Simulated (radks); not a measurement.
Values are calculated unless marked as measured or tabulated.
Species: the ruthenium ion Ru2+. Configuration: [Kr] 4d6. Level of theory: Dirac Kohn-Sham, PBE, spin-unpolarised, spherical densities, point nucleus; open shells fill j = l - 1/2 first (a radial shooting solver on a logarithmic mesh with Libxc functionals).

Spin-orbit splittings of the eigenvalues, e(l+1/2) - e(l-1/2), with zeta = 2 splitting/(2l+1) and mean radii in bohr:

[
 {"shell": "2p", "occ.": "6", "splitting (eV)": "130.9", "zeta (eV)": "87.28", "<r> j=l-1/2": "0.1236", "<r> j=l+1/2": "0.1284"},
 {"shell": "3p", "occ.": "6", "splitting (eV)": "22.21", "zeta (eV)": "14.81", "<r> j=l-1/2": "0.3956", "<r> j=l+1/2": "0.4063"},
 {"shell": "3d", "occ.": "10", "splitting (eV)": "4.328", "zeta (eV)": "1.731", "<r> j=l-1/2": "0.3821", "<r> j=l+1/2": "0.3856"},
 {"shell": "4p", "occ.": "6", "splitting (eV)": "3.415", "zeta (eV)": "2.277", "<r> j=l-1/2": "1.101", "<r> j=l+1/2": "1.131"},
 {"shell": "4d", "occ.": "6", "splitting (eV)": "0.3719", "zeta (eV)": "0.1488", "<r> j=l-1/2": "1.518", "<r> j=l+1/2": "1.534"}
]
